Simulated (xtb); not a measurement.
A geometry relaxed with xtb 6.7.1 with GFN2-xTB, charge 0, multiplicity 1:

```xyz
5

Br     1.7930     1.0697    -0.0647
Br    -1.7802     1.0919    -0.0461
H     -0.0126    -1.0358    -1.1804
H      0.0010    -0.9098     1.2801
Si    -0.0013    -0.2159     0.0111
```

### Question
Write the SMILES of this molecule.

### Answer
`Br[SiH2]Br`
